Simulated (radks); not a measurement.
The numbers below are computed, except where a source is named.
Numerical settings for the phosphorus ion P+, [Ne] 3s2 3p2. Level of theory: non-relativistic Kohn-Sham, BLYP, spin-polarised, spherical densities, point nucleus; open shells are filled with parallel spins first (a radial shooting solver on a logarithmic mesh with Libxc functionals). The defaults (mesh step 0.008 in ln r, mesh end at 40 bohr or more with all orbitals vanishing there, Anderson mixing 0.5 over 9 steps, residual threshold near 1e-9 with the energy settled to 1e-9 hartree or 1e-11 of itself, here a cap of 89 iterations) give E = -340.9016 hartree and 3p at -14.744 eV in 13 iterations. Run on one thread of a shared host, so times are rough (Intel(R) Xeon(R) 6975P-C): 0.07 s of CPU time, 0.07 s wall, 13 iterations on 2476 mesh points. Changes against that run (0 stands for a change within the tolerance of the run):

[
 {"setting": "mesh step in ln r 0.003", "iterations": "13", "converged": "yes", "E (mhartree)": "0", "e(3p) (meV)": "0", "CPU (s)": "0.18"},
 {"setting": "mesh step in ln r 0.12", "iterations": "4", "converged": "no", "E (mhartree)": "diverged", "e(3p) (meV)": "-", "CPU (s)": "0.01"},
 {"setting": "mesh step in ln r 0.03", "iterations": "13", "converged": "yes", "E (mhartree)": "0", "e(3p) (meV)": "0", "CPU (s)": "0.02"},
 {"setting": "mesh end (bohr) 8", "iterations": "13", "converged": "yes", "E (mhartree)": "+0.101", "e(3p) (meV)": "+6.92", "CPU (s)": "0.07"},
 {"setting": "mesh end (bohr) 1", "iterations": "13", "converged": "level above zero", "E (mhartree)": "+6.5e+04", "e(3p) (meV)": "+4.42e+05", "CPU (s)": "0.07"},
 {"setting": "residual threshold 0.001", "iterations": "9", "converged": "yes", "E (mhartree)": "0", "e(3p) (meV)": "+0.155", "CPU (s)": "0.06"},
 {"setting": "residual threshold 1e-16", "iterations": "89", "converged": "no", "E (mhartree)": "0", "e(3p) (meV)": "0", "CPU (s)": "0.27"},
 {"setting": "mixing 0.2", "iterations": "16", "converged": "yes", "E (mhartree)": "0", "e(3p) (meV)": "0", "CPU (s)": "0.08"},
 {"setting": "linear mixing, mixing 0.5", "iterations": "30", "converged": "yes", "E (mhartree)": "0", "e(3p) (meV)": "0", "CPU (s)": "0.13"},
 {"setting": "linear mixing, mixing 0.8", "iterations": "17", "converged": "yes", "E (mhartree)": "0", "e(3p) (meV)": "0", "CPU (s)": "0.08"},
 {"setting": "mixing history 20", "iterations": "16", "converged": "yes", "E (mhartree)": "0", "e(3p) (meV)": "0", "CPU (s)": "0.08"},
 {"setting": "iteration cap 8", "iterations": "8", "converged": "no", "E (mhartree)": "0", "e(3p) (meV)": "+0.155", "CPU (s)": "0.05"}
]

Settled on a wrong energy, with an occupied level pushed above zero by the early mesh end: mesh end (bohr) 1 (+65 hartree). Apart from these: no run marked as converged misses the energy by more than 1 mhartree. A mesh that ends early acts as a hard wall.
